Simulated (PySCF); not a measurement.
C₄H₆F₂, SMILES C[C@@H]1CC1(F)F.

Coordinates come from a PBE0-D3(BJ)/def2-SVP optimisation.

The numbers are results of PBE0-D3(BJ)/def2-SVP in PySCF, not measurements.

Harmonic, unscaled wavenumbers; measured fundamentals usually lie a few per cent lower.

Computed harmonic wavenumbers and intensities:
```tsv
mode	ν (cm⁻¹)	IR (km/mol)	moving atoms (share of kinetic energy)
1	189	0.0	H 93 %
2	209	1.4	F 44 %, C 34 %, H 21 %
3	228	0.7	C 39 %, F 36 %, H 24 %
4	402	2.5	F 46 %, C 29 %, H 25 %
5	439	1.2	C 48 %, H 40 %, F 12 %
6	489	6.9	F 65 %, C 28 %
7	586	2.8	C 58 %, H 25 %, F 17 %
8	744	9.7	F 50 %, C 37 %, H 13 %
9	827	2.4	H 61 %, C 33 %
10	890	15.0	H 56 %, C 38 %
11	917	12.0	H 75 %, F 13 %, C 11 %
12	1004	29.1	H 63 %, C 27 %, F 10 %
13	1029	15.9	H 73 %, C 25 %
14	1060	53.5	C 63 %, H 31 %
15	1115	6.7	C 52 %, H 46 %
16	1163	17.2	H 50 %, C 49 %
17	1186	7.9	H 51 %, C 49 %
18	1300	107.4	C 59 %, H 31 %, F 10 %
19	1347	101.1	C 55 %, H 36 %, F 9 %
20	1386	12.8	H 82 %, C 17 %
21	1415	4.9	H 67 %, C 33 %
22	1461	6.6	H 96 %
23	1467	7.8	H 94 %
24	1556	156.9	C 81 %, H 15 %
25	3062	21.0	H 97 %
26	3154	11.4	H 90 %, C 10 %
27	3156	0.6	H 95 %
28	3162	6.2	H 91 %, C 9 %
29	3180	5.5	H 92 %, C 8 %
30	3265	0.1	H 89 %, C 11 %
```
